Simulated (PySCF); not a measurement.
Compound: [Ag(H2O)4]2+ (charge +2 and doublet state).
Geometry (PBE0-D3(BJ)/def2-SVP, Å), atoms numbered from 1 in this order:
```
atom  x, y, z in Å
Ag1    0.0009   -0.0002    0.0309
O2     2.1020   -0.4240   -0.0930
H3     2.4148   -1.1715   -0.6321
H4     2.7158   -0.3326    0.6562
O5     0.4223    2.1025   -0.0729
H6     1.1666    2.4223   -0.6123
H7     0.3345    2.7073    0.6840
O8    -2.1022    0.4227   -0.0595
H9    -2.4239    1.1726   -0.5900
H10   -2.7020    0.3298    0.7007
O11   -0.4246   -2.1015   -0.0783
H12   -1.1789   -2.4161   -0.6069
H13   -0.3254   -2.7112    0.6732
```

Computed with PBE0-D3(BJ)/def2-SVP geometry optimisation, gas phase, def2 core potentials past Kr in PySCF.

Problem. Which atoms are bound to Ag1, and at what distances?

Solution. 4 atoms: O11 2.147 Å, O2 2.147 Å, O5 2.147 Å, O8 2.147 Å. The nearest atom not counted as bound is H12, at 2.76 Å (others tie with it).

Problem. List the angles at Ag1.

Solution. 
```tsv
angle	degrees	distance of the outer atoms (Å)
O5–Ag1–O11	174.3	4.29
O2–Ag1–O8	174.3	4.29
O2–Ag1–O5	89.9	3.03
O2–Ag1–O11	89.9	3.03
O5–Ag1–O8	89.8	3.03
O8–Ag1–O11	89.8	3.03
```

Problem. What is the shape at Ag1?

Solution. Square planar: angles from 89.8° to 174.3°; τ4 = (360° − α − β)/141° = 0.08 with α and β the two widest (0 for a square, 1 for a tetrahedron).

Problem. What are the other bond lengths?

Solution. O2–H3 and 7 like bonds 0.973 Å.

Problem. What are the rotational constants (commonest isotopes, rigid rotor)?

Solution. A = 2800, B = 2800, C = 1430 MHz: an oblate symmetric top.

Point group: C4 (tolerance 0.08 Å). Charge +2, doublet. ⟨S²⟩ = 0.752 (exact for a doublet: 0.75). No counter-ion or solvent screens the charge of this multiply charged ion. PBE0-D3(BJ)/def2-SVP frequencies: not computed here.

Caution for open-shell metal species: one SCF solution and one stationary point were followed, and a lower state or a bent or distorted shape isn't ruled out.
